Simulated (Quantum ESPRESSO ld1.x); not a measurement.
Values are calculated unless marked as measured or tabulated.
Nb4+, 37 electrons, occupied as [Kr] 4d1.

Level of theory: Dirac Kohn-Sham, LDA (Slater exchange, VWN5 correlation), spin-unpolarised, spherical densities, point nucleus; open shells are shared between the two j in proportion to 2j + 1 (ld1.x of Quantum ESPRESSO 7.5).

Energy parts (eV):
total: -103757
kinetic: 107379
electron-nucleus: -248964
Hartree: 40913
exchange-correlation: -3085

Orbitals (lengths in bohr, moments of r in powers of bohr; r(max) is where P^2 peaks):
orbital  occ.  eigenvalue (eV)      <r>  r(max)   <1/r>     <r^2>
1s1/2       2       -18820.151  0.03613   0.023   42.35  0.001761
2s1/2       2        -2673.506   0.1579   0.133   9.613   0.02945
2p1/2       2        -2459.138   0.1347   0.104   9.596   0.02227
2p3/2       4        -2363.532   0.1392   0.108   9.159   0.02364
3s1/2       2         -484.567   0.4437   0.395   3.271    0.2259
3p1/2       2         -403.830   0.4390   0.382   3.172    0.2247
3p3/2       4         -388.307   0.4495   0.392   3.066    0.2354
3d3/2       4         -245.220   0.4308   0.331   2.873    0.2239
3d5/2       6         -242.325   0.4343   0.334   2.846    0.2274
4s1/2       2         -103.488    1.135    1.02   1.204     1.456
4p1/2       2          -80.439    1.232    1.09   1.094     1.731
4p3/2       4          -78.125    1.259    1.12   1.066     1.805
4d3/2     0.4          -43.754    1.600    1.35  0.8179     2.967
4d5/2     0.6          -43.482    1.609    1.35  0.8123     3.002

The highest occupied level is 4d5/2 at -43.482 eV. The density falls to 0.001 e/bohr^3 at r = 3.00 bohr. For comparison, the ionisation energy in NIST's Atomic Spectra Database is 50.573 eV (measured). In exact Kohn-Sham theory the highest level is minus the ionisation energy, but local and semilocal functionals leave it too shallow, through self-interaction and a potential that decays too fast; potentials with the right tail come closer. Summed over all electrons, <r^2> = 20.89 bohr^2, which gives a Langevin (diamagnetic) susceptibility term of -16.5 x 10^-6 cm^3/mol.

Beside tabulated values, note that spin-unpolarised runs miss the spin-polarisation part of the exchange energy of open shells.
